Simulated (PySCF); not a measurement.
SCF from a fresh guess for singlet Br₆, at the PBE minimum. PySCF input:

```python
from pyscf import gto, scf, dft
mol = gto.M(atom='''
Br     0.000000    -0.000000    -0.000000
Br     0.000000     0.000000     2.591268
Br    -0.000000    -0.000000    -2.591268
Br     2.578474     0.000021    -0.000000
Br    -1.289256     2.233013    -0.000000
Br    -1.289219    -2.233035     0.000000''',
    basis={'Br': 'def2-SVP'},
    charge=0, spin=0)
mf = dft.RKS(mol, xc='PBE')
mf.grids.atom_grid = (50, 194)
aux = {'Br': 'def2-universal-JKFIT'}
mf = mf.density_fit(auxbasis=aux)
mf.conv_tol = 1e-08
mf.diis_space = 10
mf.max_cycle = 60
mf.init_guess = 'minao'
mf.verbose = 4
mf.kernel()
```

Excerpt of the output (cycles and frontier levels):

```
init E= -15434.5781223825
  HOMO = -0.283921706985049  LUMO = -0.195848028178156  gap/eV = 2.39661
cycle= 1 E= -15440.3447655775  delta_E= -5.77  |g|=    1  |ddm|= 3.09
  HOMO = -0.266570455289516  LUMO = -0.258773145588113  gap/eV = 0.21218
cycle= 2 E= -15437.9215599385  delta_E= 2.42  |g|= 2.78  |ddm|= 5.63
  HOMO = -0.249409195065726  LUMO = -0.246721571369046  gap/eV = 0.07313
cycle= 3 E= -15439.9802923472  delta_E= -2.06  |g|= 1.18  |ddm|= 5.31
  HOMO = -0.223329121872645  LUMO = -0.218675430461805  gap/eV = 0.12663
cycle= 4 E= -15439.19620711  delta_E= 0.784  |g|= 1.49  |ddm|= 4.78
  HOMO = -0.260903776716323  LUMO = -0.209036600862598  gap/eV = 1.41138
cycle= 5 E= -15440.6212700978  delta_E= -1.43  |g|= 0.216  |ddm|= 3.96
  HOMO = -0.258761343320349  LUMO = -0.225061155114149  gap/eV = 0.91703
cycle= 6 E= -15440.6352698148  delta_E= -0.014  |g|= 0.0928  |ddm|= 0.27
  HOMO = -0.255573525601856  LUMO = -0.228014767078222  gap/eV = 0.74991
... 10 lines left out ...
cycle= 12 E= -15440.6391318413  delta_E= 9.3e-07  |g|= 0.0015  |ddm|= 0.0039
  HOMO = -0.254702527100504  LUMO = -0.229998135222502  gap/eV = 0.67224
cycle= 13 E= -15440.6391328787  delta_E= -1.04e-06  |g|= 0.000188  |ddm|= 0.00325
  HOMO = -0.254701243078869  LUMO = -0.229994542888192  gap/eV = 0.67230
cycle= 14 E= -15440.6391328918  delta_E= -1.31e-08  |g|= 1.42e-05  |ddm|= 0.000329
  HOMO = -0.254700938423155  LUMO = -0.22999435221323  gap/eV = 0.67230
cycle= 15 E= -15440.6391328918  delta_E= -2.91e-11  |g|= 6.08e-06  |ddm|= 2.49e-05
  HOMO = -0.254701040352765  LUMO = -0.229995205826123  gap/eV = 0.67228
Extra cycle  E= -15440.6391328917  delta_E= 1.09e-10  |g|= 1.65e-05  |ddm|= 5.87e-05
converged SCF energy = -15440.6391328917
```

No lower solution of this spin was found by a stability analysis within the restricted form, which does not test spin polarisation.

The search for the lowest solution, with the stability check, took 36 s on 4 threads of a shared Arm Neoverse V1 host, with 192 basis functions; the process peaked at 0.59 GiB. Launch command: `OMP_NUM_THREADS=4 python axn.py task.json out`.
